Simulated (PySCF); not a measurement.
Vertical excitations of a molecule CH5FO2Si2 from TDA-ωB97X/def2-SVPD (PySCF), as energy in eV (oscillator strength): 5.25 (0.009), 6.92 (0.015), 7.19 (0.049), 7.48 (0.104), 7.70 (0.058), 7.95 (0.071), 8.27 (0.128), 8.39 (0.035), 8.57 (0.219), 8.73 (0.075). Lowest triplet (TDA): 4.57 eV. Geometry: PBE0-D3(BJ)/def2-SVP. Other conformers were not sampled.

Q: Identify the compound among the candidates.
A) O=C(O)[Si@@H](F)[SiH3]
B) O[Si@]1(F)CO[SiH2]1
C) O=C[Si@@H](O)[SiH2]F
D) O=C[Si@@H](F)[SiH2]O

A: A, O=C(O)[Si@@H](F)[SiH3]
